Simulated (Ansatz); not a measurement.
Consider the germylene formation by 1,1-elimination: `[CH3][GeH]([F])[F]` → `[F][Ge][F]` + CH₄.

Isolated molecules relaxed with PBE0-D4/def2-TZVP in Ansatz; ΔE leaves out vibrations. CCSD(T)/CBS adds triple-zeta CCSD(T) − MP2 to the extrapolated MP2 energy (def2 sets, frozen cores). This one scheme is used for every species. Functionals use def2-TZVPP. HSE06 is defined as in plane-wave codes. For Ge outer-core shells are correlated without core-valence functions, which leaves a few kJ/mol of doubt a bond. Scalar relativity is left out up to krypton.

Problem. Is it downhill or uphill in electronic energy at CCSD(T)/CBS, and by how much? (Estimate.)

Solution. Ansatz gave: Uphill: ΔE = +32.9 kJ/mol.

Problem. What do these levels give: revPBE-D4, HSE06-D4, r2SCANh, HSE06, MP2/def2-SVP, MP2/CBS(def2)? (Estimate.)

Solution. Computed: revPBE-D4 9.2, HSE06-D4 36.7, r2SCANh 40.2, HSE06 31.9, MP2/def2-SVP 49.2, MP2/CBS(def2) 40.3 kJ/mol.

Largest T1 diagnostic among the species: 0.015.

From BLYP to BHLYP (50 % exact exchange), in def2-TZVPP and without D4, ΔE moves by +48.9 kJ/mol. Leaving LDA and LC-ωPBE aside and taking each functional with its dispersion term where it has one, the values, not all of them listed here, spread over 68.1 kJ/mol, from BLYP-D4 to PBE-QIDH. LDA lies +38.2 kJ/mol from PBE without D4. The D4 term adds +9.6 kJ/mol with B3LYP and +5.1 kJ/mol with PBE0; it sums over pairs of atoms, weighted by their polarisabilities, and B3LYP, whose exchange is more repulsive, gets the larger term.

B3LYP here is the variant with VWN-RPA as its local correlation; programs differ in this.
